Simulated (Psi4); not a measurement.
Psi4 input (wB97X-D/6-311+G**):

```
memory 1500 MB

molecule {
-1 1
C    -2.28924100    0.17293900   -0.79397800
C    -1.13101400    0.10602000   -0.04874600
C     0.17358000    0.47972600   -0.37752900
Cl    1.51621000   -0.31874000    0.58236700
H    -2.28557900    0.50528500   -1.82785100
H    -3.25641800    0.04520600   -0.32266300
H    -1.25036000   -0.23427600    0.98171400
H     0.49682800    0.55025400   -1.40993200
symmetry c1
no_reorient
no_com
}

set {
  basis 6-311+G**
  reference rks
  scf_type df
  df_basis_scf def2-universal-jkfit
  dft_radial_points 99
  dft_spherical_points 590
  e_convergence 1e-8
  d_convergence 1e-7
  maxiter 150
}

e = energy('wb97x-d')
print_out(f'\nFINAL {e:.10f} DIPOLE {variable("CURRENT DIPOLE")[0]:.6f} {variable("CURRENT DIPOLE")[1]:.6f} {variable("CURRENT DIPOLE")[2]:.6f}\n')
```

Output:

```
   => Loading Basis Set <=

    Name: 6-311+G**
    Role: ORBITAL
    Keyword: BASIS
    atoms 1-3 entry C          line   129 file 6-311pgss.gbs
    atoms 4   entry CL         line   468 file 6-311pgss.gbs
    atoms 5-8 entry H          line    42 file 6-311pgss.gbs

   => WB97X-D: Empirical Dispersion <=

    Chai and Head-Gordon Dispersion Correction
    Chai, J.-D.; Head-Gordon, M. (2010), J. Chem. Phys., 132: 6615-6620

        s6 =       1.000000

         ---------------------------------------------------------
                                   SCF
               by Justin Turney, Rob Parrish, Andy Simmonett
                          and Daniel G. A. Smith
                              RKS Reference
         ---------------------------------------------------------

  ==> Geometry <==

    Molecular point group: c1
    Full point group: C1

    Geometry (in Angstrom), charge = -1, multiplicity = 1:

       Center              X                  Y                   Z               Mass
    ------------   -----------------  -----------------  -----------------  -----------------
         C           -2.289241000000     0.172939000000    -0.793978000000    12.000000000000
         C           -1.131014000000     0.106020000000    -0.048746000000    12.000000000000
         C            0.173580000000     0.479726000000    -0.377529000000    12.000000000000
         CL           1.516210000000    -0.318740000000     0.582367000000    34.968852682000
         H           -2.285579000000     0.505285000000    -1.827851000000     1.007825032230
         H           -3.256418000000     0.045206000000    -0.322663000000     1.007825032230
         H           -1.250360000000    -0.234276000000     0.981714000000     1.007825032230
         H            0.496828000000     0.550254000000    -1.409932000000     1.007825032230

  Running in c1 symmetry.

  Rotational constants: A =      1.29632  B =      0.08420  C =      0.08012 [cm^-1]
  Rotational constants: A =  38862.75702  B =   2524.28173  C =   2402.03793 [MHz]
  Nuclear repulsion =  131.526405423419590

  Charge       = -1
  Multiplicity = 1
  Electrons    = 40
  Nalpha       = 20
  Nbeta        = 20

  ==> Algorithm <==

  SCF Algorithm Type is DF.
  DIIS enabled.
  MOM disabled.
  Fractional occupation disabled.
  Guess Type is SAD.
  Energy threshold   = 1.00e-08
  Density threshold  = 1.00e-07
  Integral threshold = 1.00e-12

  ==> Primary Basis <==

  Basis Set: 6-311+G**
    Blend: 6-311+G**
    Number of shells: 60
    Number of basis functions: 120
    Number of Cartesian functions: 124
    Spherical Harmonics?: true
    Max angular momentum: 2

  ==> DFT Potential <==

   => LibXC <=

    Version 7.1.2
    S. Lehtola, C. Steigemann, M. J. T. Oliveira, and M. A. L. Marques,  SoftwareX 7, 1–5 (2018) (10.1016/j.softx.2017.11.002)

   => Composite Functional: WB97X-D <=

    wB97X-D Hyb-GGA Exchange-Correlation Functional

    J.-D. Chai and M. Head-Gordon,  Phys. Chem. Chem. Phys. 10, 6615–6620 (2008) (10.1039/B810189B)

    Deriv               =              1
    GGA                 =           TRUE
    Meta                =          FALSE

    Exchange Hybrid     =           TRUE
    MP2 Hybrid          =          FALSE

   => Exchange-Correlation Functionals <=

    1.0000   wB97X-D range-separated functional

   => Exact (HF) Exchange <=

    0.7780            HF,LR [omega = 0.2000]
    0.2220               HF

   => LibXC Density Thresholds  <==

    XC_HYB_GGA_XC_WB97X_D:  1.00E-14

   => Molecular Quadrature <=

    Radial Scheme          =       TREUTLER
    Pruning Scheme         =           NONE
    Nuclear Scheme         =       TREUTLER

    Blocking Scheme        =         OCTREE
    BS radius alpha        =              1
    Pruning alpha          =              1
    Radial Points          =             99
    Spherical Points       =            590
    Total Points           =         446896
    Total Blocks           =           3207
    Max Points             =            256
    Max Functions          =            112
    Weights Tolerance      =       1.00E-15

   => Loading Basis Set <=

    Name: DEF2-UNIVERSAL-JKFIT
    Role: JKFIT
    Keyword: DF_BASIS_SCF
    atoms 1-3 entry C          line   198 file def2-universal-jkfit.gbs
    atoms 4   entry CL         line   986 file def2-universal-jkfit.gbs
    atoms 5-8 entry H          line    18 file def2-universal-jkfit.gbs

  ==> Integral Setup <==

  SCF_SUBTYPE=INCORE selected. In-core MEM_DF algorithm will be used.
  Using in-core AOs.

  ==> MemDFJK: Density-Fitted J/K Matrices <==

    J tasked:                   Yes
    K tasked:                   Yes
    wK tasked:                  Yes
    Omega:                2.000E-01
    Algorithm:                 Core
    Schwarz Cutoff:           1E-12
    Mask sparsity (%):       3.8611
    Fitting Condition:        1E-10

   => Auxiliary Basis Set <=

  Basis Set: DEF2-UNIVERSAL-JKFIT
    Blend: DEF2-UNIVERSAL-JKFIT
    Number of shells: 137
    Number of basis functions: 425
    Number of Cartesian functions: 502
    Spherical Harmonics?: true
    Max angular momentum: 4

  Cached 50.0% of DFT collocation blocks in 0.602 [GiB].

  Minimum eigenvalue in the overlap matrix is 5.4311023477E-05.
  Reciprocal condition number of the overlap matrix is 6.2863478607E-06.
    Using symmetric orthogonalization.

  ==> Pre-Iterations <==

  SCF Guess: Superposition of Atomic Densities via on-the-fly atomic UHF (no occupation information).

   -------------------------
    Irrep   Nso     Nmo
   -------------------------
     A        120     120
   -------------------------
    Total     120     120
   -------------------------

  ==> Iterations <==

                           Total Energy        Delta E     RMS |[F,P]|

   @DF-RKS iter SAD:  -576.10177773495707   -5.76102e+02   0.00000e+00
   @DF-RKS iter   1:  -576.50601178384613   -4.04234e-01   6.74695e-03 DIIS/ADIIS
   @DF-RKS iter   2:  -576.52066020513928   -1.46484e-02   6.59452e-03 DIIS/ADIIS
   @DF-RKS iter   3:  -576.87899508285579   -3.58335e-01   5.68273e-04 DIIS/ADIIS
   @DF-RKS iter   4:  -576.88166141396869   -2.66633e-03   2.47108e-04 DIIS/ADIIS
   @DF-RKS iter   5:  -576.88215224441296   -4.90830e-04   7.95331e-05 DIIS
   @DF-RKS iter   6:  -576.88222752626757   -7.52819e-05   4.12411e-05 DIIS
   @DF-RKS iter   7:  -576.88224779718576   -2.02709e-05   9.43822e-06 DIIS
   @DF-RKS iter   8:  -576.88225085744477   -3.06026e-06   4.89426e-06 DIIS
   @DF-RKS iter   9:  -576.88225146431796   -6.06873e-07   1.75063e-06 DIIS
   @DF-RKS iter  10:  -576.88225156694568   -1.02628e-07   6.21535e-07 DIIS
   @DF-RKS iter  11:  -576.88225158445539   -1.75097e-08   1.59938e-07 DIIS
   @DF-RKS iter  12:  -576.88225158619548   -1.74009e-09   4.51778e-08 DIIS
  Energy and wave function converged.

  ==> Post-Iterations <==

   Electrons on quadrature grid:
      Ntotal   =   39.9999991800 ; deviation = -8.200e-07

    Orbital Energies [Eh]
    ---------------------

    Doubly Occupied:

       1A   -101.524194     2A    -10.103935     3A    -10.099746
       4A    -10.061874     5A     -9.392087     6A     -7.140056
       7A     -7.132466     8A     -7.131922     9A     -0.751127
      10A     -0.670176    11A     -0.545865    12A     -0.448783
      13A     -0.350916    14A     -0.332591    15A     -0.272360
      16A     -0.249058    17A     -0.241721    18A     -0.206133
      19A     -0.173146    20A     -0.037337

    Virtual:

      21A      0.201981    22A      0.205193    23A      0.223791
      24A      0.229499    25A      0.238998    26A      0.245903
      27A      0.262190    28A      0.276932    29A      0.290968
      30A      0.295517    31A      0.303106    32A      0.306679
      33A      0.315916    34A      0.346254    35A      0.350623
      36A      0.370930    37A      0.382971    38A      0.410115
      39A      0.412481    40A      0.425409    41A      0.446475
      42A      0.474886    43A      0.571137    44A      0.604821
      45A      0.650331    46A      0.693105    47A      0.697134
      48A      0.705668    49A      0.723489    50A      0.759121
      51A      0.810763    52A      0.828553    53A      0.832599
      54A      0.859725    55A      0.876030    56A      0.898907
      57A      0.920253    58A      0.957202    59A      0.988929
      60A      1.032194    61A      1.053034    62A      1.104605
      63A      1.137836    64A      1.156480    65A      1.181055
      66A      1.204595    67A      1.215399    68A      1.272938
      69A      1.333991    70A      1.375133    71A      1.405985
      72A      1.446216    73A      1.643363    74A      1.697527
      75A      1.722090    76A      1.736742    77A      1.821446
      78A      1.837102    79A      1.884820    80A      1.943844
      81A      1.979870    82A      2.030173    83A      2.117690
      84A      2.153104    85A      2.193379    86A      2.231347
      87A      2.302605    88A      2.404405    89A      2.445226
      90A      2.481412    91A      2.520833    92A      2.552824
      93A      2.573016    94A      2.625072    95A      2.718647
      96A      2.740586    97A      2.820886    98A      2.829819
      99A      2.911652   100A      2.953687   101A      3.013360
     102A      3.031996   103A      3.127727   104A      3.168848
     105A      3.240915   106A      3.328159   107A      3.518445
     108A      3.625128   109A      3.795209   110A      4.031599
     111A      4.227779   112A      4.561355   113A     10.013968
     114A     24.001689   115A     24.285026   116A     24.484260
     117A     26.130244   118A     26.184285   119A     26.624277
     120A    216.084242

    Final Occupation by Irrep:
              A
    DOCC [    20 ]
    NA   [    20 ]
    NB   [    20 ]

  @DF-RKS Final Energy:  -576.88225158619548

   => Energetics <=

    Nuclear Repulsion Energy =            131.5264054234195896
    One-Electron Energy =               -1060.6271863206814032
    Two-Electron Energy =                 385.0681456164402903
    DFT Exchange-Correlation Energy =     -32.8476682038095689
    Empirical Dispersion Energy =          -0.0019481015645406
    VV10 Nonlocal Energy =                  0.0000000000000000
    Total Energy =                       -576.8822515861955935

Computation Completed

Properties will be evaluated at   0.000000,   0.000000,   0.000000 [a0]

Properties computed using the SCF density matrix

 Multipole Moments:

 ------------------------------------------------------------------------------------
     Multipole            Electronic (a.u.)      Nuclear  (a.u.)        Total (a.u.)
 ------------------------------------------------------------------------------------

 L = 1.  Multiply by 2.5417464519 to convert [e a0] to [Debye]
 Dipole X            :          0.6600772           -0.0000170            0.6600602
 Dipole Y            :         -0.3617927           -0.0000019           -0.3617946
 Dipole Z            :          0.2766986           -0.0000208            0.2766778
 Magnitude           :                                                    0.8019510

 ------------------------------------------------------------------------------------

FINAL -576.8822515862 DIPOLE 0.660060 -0.361795 0.276678

*** Psi4 exiting successfully. Buy a developer a beer!
```

The dipole moment of an ion depends on the origin.

The geometry given is a B3LYP-D3(BJ)/def2-TZVP minimum.
